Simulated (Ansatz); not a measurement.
Relaxation of BrClH₃NOSn (8 atoms, charge 0, multiplicity 1), to a largest force component of 0.015 eV/Å in at most 40 steps.

All numbers below come from RKS CAM-B3LYP-D4/def2-SVP in Ansatz 0.2.0.

```xyz
8
Properties=species:S:1:pos:R:3
N -0.718 0.827 1.053
Sn -0.113 -0.332 -0.500
O 0.784 -1.911 0.235
Cl -1.877 -1.019 -1.792
Br 1.490 0.964 -1.966
H 0.086 1.214 1.548
H -1.169 1.717 0.604
H 1.609 -1.518 0.762
```

Question: Where does it end, and by what steps?

Answer: It converged. The force dipped under the threshold on the way, but the program's further checks kept it going. After 23 steps the energy has fallen by 0.449 eV; H8 moved furthest, 0.99 Å.

```tsv
step	energy less start (eV)	largest force component (eV/Å)	accepted
0	0.0000	2.701	yes
1	-0.2816	1.441	yes
2	-0.3493	0.489	yes
3	-0.3750	0.462	yes
4	-0.3804	0.285	yes
5	-0.3998	0.461	yes
6	-0.4041	0.377	yes
7	-0.3096	2.498	no
8	-0.4275	0.180	yes
9	-0.4376	0.089	yes
10	-0.4418	0.227	yes
11	-0.4448	0.162	yes
12	-0.3093	2.066	no
13	-0.4469	0.062	yes
14	-0.4473	0.082	yes
15	-0.4480	0.028	yes
16	-0.4482	0.063	yes
17	-0.4483	0.032	yes
18	-0.4485	0.011	yes
19	-0.4483	0.091	no
20	-0.4485	0.027	yes
21	-0.4485	0.049	no
22	-0.4486	0.006	yes
23	-0.4486	0.008	yes
```

```xyz
8
Properties=species:S:1:pos:R:3
N -0.767 0.993 1.036
Sn 0.032 -0.201 -0.353
O 0.936 -1.661 0.582
Cl -1.711 -1.013 -1.669
Br 1.694 0.837 -1.882
H -0.096 1.584 1.523
H -1.535 1.566 0.691
H 1.538 -2.162 0.017
```

Time of the run: 110 s on 2 threads of Arm Neoverse V2, with other jobs on the host, peak memory 0.41 GiB.
